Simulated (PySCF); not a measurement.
Vertical excitations of a molecule C3H8Si2 from TDA-PBE0/def2-SVPD (PySCF), as energy in eV (oscillator strength): 5.84 (0.005), 6.10 (0.038), 6.14 (0.007), 6.96 (0.040), 7.05 (0.065), 7.21 (0.158), 7.28 (0.042), 7.35 (0.093), 7.50 (0.055), 7.66 (0.042). Lowest triplet (TDA): 4.76 eV. Coordinates come from a PBE0-D3(BJ)/def2-SVP optimisation. One conformer was computed; it need not be the lowest.

**Question.** Which structure fits?
A) C[Si@@H]1C=C[SiH2]1
B) [SiH3]C#CC[SiH3]
C) C#C[Si@@H](C)[SiH3]
D) CC1=C[SiH2][SiH2]1

**Answer.** C, C#C[Si@@H](C)[SiH3]
